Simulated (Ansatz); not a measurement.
Calculated with Ansatz (gas phase, PBE0-D4/def2-TZVP geometries, no zero-point term in ΔE). CBS: MP2 limit from def2 TZ/QZ plus the TZ coupled-cluster correction, frozen cores. This one scheme is used for every species. Functionals use def2-TZVPP. B3LYP here is the variant with VWN-RPA as its local correlation; programs differ in this. Elements past krypton have def2 core potentials. For Sn outer-core shells are correlated without core-valence functions, which leaves a few kJ/mol of doubt a bond. One conformer a species, not always the lowest.

`O[Si]F` + `C[CH](C)[Sn][CH](C)C` → `CC(C)[Si]F` + `C[CH](C)[Sn][OH]`  (redistribution)

`O[Si]F`:

Cartesian coordinates in Å:
```
O -0.713 0.003 0.680
Si -0.323 -0.625 -0.780
F 1.139 0.026 -1.033
H -0.104 0.596 1.133
```

`C[CH](C)[Sn][CH](C)C`:

Z-matrix (Å, degrees):
```
C
C 1 1.526
H 1 1.098 2 111.2
H 1 1.096 2 111.9 3 118.9
H 1 1.095 2 112.5 3 -120.1
Sn 2 2.223 1 107.0 3 173.6
C 2 1.517 1 111.7 3 -57.4
H 2 1.097 1 107.8 3 62.3
C 6 2.213 2 98.0 1 101.2
H 7 1.094 2 111.7 1 -61.1
H 7 1.094 2 112.4 1 178.3
H 7 1.098 2 111.3 1 58.1
C 9 1.525 6 106.5 2 -77.0
C 9 1.519 6 112.3 2 160.7
H 9 1.095 6 108.1 2 39.7
H 13 1.094 9 112.6 6 63.2
H 13 1.098 9 111.2 6 -176.7
H 13 1.097 9 112.0 6 -58.1
H 14 1.098 9 111.4 6 176.9
H 14 1.095 9 111.5 6 57.4
H 14 1.094 9 112.3 6 -62.8
```

`CC(C)[Si]F`:

```xyz
12

C    -0.087    0.629    1.179
C    -0.564    0.084   -0.162
C     0.176   -1.202   -0.551
Si   -0.329    1.259   -1.638
F     1.212    1.691   -1.374
H    -0.642    1.522    1.481
H     0.972    0.895    1.137
H    -0.211   -0.115    1.973
H    -1.638   -0.139   -0.108
H    -0.017   -1.997    0.176
H    -0.128   -1.588   -1.532
H     1.257   -1.038   -0.581
```

`C[CH](C)[Sn][OH]`:

```xyz
13

C    -1.266   -0.422   -0.413
C     0.083   -0.717    0.227
C     1.234   -0.189   -0.617
Sn    0.169    0.120    2.284
O    -0.037    2.014    1.726
H    -1.329   -0.837   -1.427
H    -2.102   -0.841    0.157
H    -1.447    0.655   -0.503
H     0.193   -1.802    0.338
H     2.213   -0.441   -0.197
H     1.199    0.901   -0.719
H     1.207   -0.599   -1.635
H    -0.120    2.157    0.779
```

Q: Is it downhill or uphill in electronic energy at CCSD(T)/CBS, and by how much? (An estimate is asked.)

A: The calculation gave: Uphill: ΔE = +72.8 kJ/mol.

Q: What do these levels give: B97M-V, B3LYP-D4, CAM-B3LYP-D4, ωB97X-V, B2PLYP, BLYP, B3LYP, RPA@PBE/def2-TZVPP, CCSD(T)/def2-SVP, MP2/def2-TZVPP, CCSD/def2-TZVPP, MP2/CBS(def2)? (Estimate.)

A: The calculation gave: B97M-V 60.8, B3LYP-D4 67.4, CAM-B3LYP-D4 68.3, ωB97X-V 65.3, B2PLYP 67.1, BLYP 54.8, B3LYP 61.4, RPA@PBE/def2-TZVPP 71.6, CCSD(T)/def2-SVP 65.2, MP2/def2-TZVPP 81.5, CCSD/def2-TZVPP 75.9, MP2/CBS(def2) 78.5 kJ/mol.

Largest T1 diagnostic among the species: 0.015.

From BLYP to BHLYP (50 % exact exchange), in def2-TZVPP and without D4, ΔE moves by +12.8 kJ/mol. The D4 term adds +6.0 kJ/mol with B3LYP and +4.0 kJ/mol with PBE0; it sums over pairs of atoms, weighted by their polarisabilities, and B3LYP, whose exchange is more repulsive, gets the larger term. At CCSD(T), def2-SVP lies −7.6 kJ/mol from the extrapolated value and def2-TZVPP +3.0 kJ/mol.
